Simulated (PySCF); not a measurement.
# `C=CC[Si@@H](P)O[SiH3]`, C3H11OPSi2

Cartesian coordinates in Å; atom numbers follow the order of the lines, from 1:
```xyz
18

C    -1.2811   -2.0027   -0.0928
C    -1.5985   -0.7225   -0.1728
C    -1.2874    0.1554   -1.3320
Si    0.1997    1.2808   -0.8941
P    -0.2138    2.2157    1.1006
O     1.5407    0.3896   -0.7277
Si    2.3623   -0.9372   -0.2721
H    -0.7988   -2.5169   -0.9080
H    -1.5016   -2.5927    0.7802
H    -2.0817   -0.2286    0.6625
H    -2.1527    0.7703   -1.5794
H    -1.0384   -0.4444   -2.2065
H     0.5422    2.1724   -2.0065
H     0.7542    3.1981    0.9868
H    -1.2092    3.0589    0.6328
H     1.8377   -1.4068    1.0061
H     2.1794   -1.9272   -1.3323
H     3.7384   -0.4559   -0.1861
```

Computed, not measured: GIAO B3LYP/pcSseg-1 magnetisability, rotational g tensor and spin-rotation constants, non-relativistic, gas phase in PySCF. Geometry: GFN2-xTB.

(1) Give the nuclear spin-rotation constants along the inertial axes (H = +C I·J) beside the isotropic shieldings.

(2) How do the rotational constants and the g tensor change when H8, H9, H10, H11, H12, H13, H14, H15, H16, H17, H18 are replaced by deuterium?

Answers

(1) Rotational constants 1.4304, 1.1664, 0.8203 GHz. A star marks the isotopologue with that one atom substituted, in its own axes.
| atom | isotope | Caa (kHz) | Cbb (kHz) | Ccc (kHz) | mean (kHz) | σ (ppm) |
| --- | --- | --- | --- | --- | --- | --- |
| P5 | 31P | 1.245 | 0.999 | 0.830 | 1.024 | 591.8 |
| H8 | 1H | 0.031 | -0.127 | -0.033 | -0.043 | 26.5 |
| H9 | 1H | -0.149 | -0.098 | 0.050 | -0.066 | 26.5 |
| H10 | 1H | 0.025 | -0.121 | -0.021 | -0.039 | 25.6 |
| H11 | 1H | -0.022 | -0.094 | -0.085 | -0.067 | 30.3 |
| H12 | 1H | -0.053 | -0.115 | -0.044 | -0.071 | 29.8 |
| H13 | 1H | -0.122 | -0.065 | 0.026 | -0.054 | 26.0 |
| H14 | 1H | -0.162 | 0.009 | -0.089 | -0.081 | 30.7 |
| H15 | 1H | -0.026 | -0.135 | -0.072 | -0.078 | 31.1 |
| H16 | 1H | -0.122 | -0.085 | 0.029 | -0.059 | 26.7 |
| H17 | 1H | -0.049 | -0.048 | -0.041 | -0.046 | 26.8 |
| H18 | 1H | -0.119 | 0.057 | -0.074 | -0.045 | 26.9 |
| C1 | 13C* | 0.440 | 0.224 | 0.339 | 0.334 | 61.0 |
| C2 | 13C* | 0.534 | 0.220 | 0.376 | 0.376 | 38.1 |
| C3 | 13C* | 0.257 | 0.204 | 0.130 | 0.197 | 149.6 |
| Si4 | 29Si* | -0.850 | -0.777 | -0.551 | -0.726 | 340.8 |
| O6 | 17O* | -0.180 | -0.042 | -0.044 | -0.089 | 309.6 |
| Si7 | 29Si* | -0.779 | -0.720 | -0.495 | -0.665 | 383.9 |

For the geometry as given, no vibrational averaging.

(2) Constants 1.2359, 1.0207, 0.7226 GHz; g -0.0199, -0.0142, -0.0121, against -0.0231, -0.0163, -0.0138 before.
